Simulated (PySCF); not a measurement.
C$_{4}$H$_{7}$O$_{2}$S (SMILES O=S1(=O)[CH]CCC1), doublet, geometry from GFN2-xTB, with bond 8-4 at 1.6 times its length. Base run: PySCF with PBE0/STO-3G.

Input for PySCF:
```python
from pyscf import gto, scf, dft

mol = gto.M(
    atom='''
O     1.205823    0.637038    1.264430
S     0.597316    0.463778   -0.027910
O     1.210889    1.144902   -1.138287
C    -1.126853    0.814592    0.030437
C    -1.900073   -0.428662   -0.030210
C    -0.949493   -1.578014    0.338865
C     0.366713   -1.318432   -0.361470
H    -1.757425    2.388972   -0.199795
H    -2.769753   -0.400090    0.634802
H    -2.297540   -0.588655   -1.044897
H    -0.777751   -1.562501    1.416426
H    -1.378335   -2.542879    0.066763
H     0.310411   -1.443787   -1.438798
H     1.201420   -1.873523    0.050853
''',
    basis='sto-3g',
    charge=0,
    spin=1,
    verbose=4,
)

mf = dft.UKS(mol)
mf.xc = 'pbe0'
mf.kernel()
mf.analyze()
```

The base run was repeated with changes; each row names its change, and settings that it needs were set with it.

```json
[
 {"change": "base", "ΔE vs base (µEh)": "0.0", "SCF cycles": "16", "<S^2>": "0.785", "outcome": "converged"},
 {"change": "level_shift = 0.1 (with mf.max_cycle = 100)", "ΔE vs base (µEh)": "0.0", "SCF cycles": "18", "<S^2>": "0.785", "outcome": "converged"},
 {"change": "init_guess = mod_huckel", "ΔE vs base (µEh)": "0.0", "SCF cycles": "25", "<S^2>": "0.785", "outcome": "converged"},
 {"change": "damp = 0.5; diis_start_cycle = 5", "ΔE vs base (µEh)": "0.0", "SCF cycles": "17", "<S^2>": "0.785", "outcome": "converged"},
 {"change": "diis_space = 4", "ΔE vs base (µEh)": "0.0", "SCF cycles": "28", "<S^2>": "0.785", "outcome": "converged"},
 {"change": "conv_tol = 1e-6", "ΔE vs base (µEh)": "0.0", "SCF cycles": "13", "<S^2>": "0.785", "outcome": "converged"},
 {"change": "conv_tol_grad = 1e-3", "ΔE vs base (µEh)": "0.0", "SCF cycles": "16", "<S^2>": "0.785", "outcome": "converged"},
 {"change": "solver = newton", "ΔE vs base (µEh)": "0.0", "SCF cycles": "-", "<S^2>": "0.785", "outcome": "converged"},
 {"change": "init_guess = sap", "ΔE vs base (µEh)": "0.0", "SCF cycles": "38", "<S^2>": "0.785", "outcome": "converged"},
 {"change": "diis = off; damp = 0.3 (with mf.diis_start_cycle = 200; with mf.max_cycle = 150)", "ΔE vs base (µEh)": "-", "SCF cycles": "150", "<S^2>": "-", "outcome": "not converged"},
 {"change": "diis = off; damp = 0.6 (with mf.diis_start_cycle = 200; with mf.max_cycle = 150)", "ΔE vs base (µEh)": "0.0", "SCF cycles": "71", "<S^2>": "0.785", "outcome": "converged"},
 {"change": "diis_space = 12", "ΔE vs base (µEh)": "0.0", "SCF cycles": "15", "<S^2>": "0.785", "outcome": "converged"},
 {"change": "level_shift = 0.3 (with mf.max_cycle = 100)", "ΔE vs base (µEh)": "0.0", "SCF cycles": "23", "<S^2>": "0.785", "outcome": "converged"}
]
```

Open shells are given as the SCF converged; they aren't shown to be the lowest states, and a large step between rows can be another state.
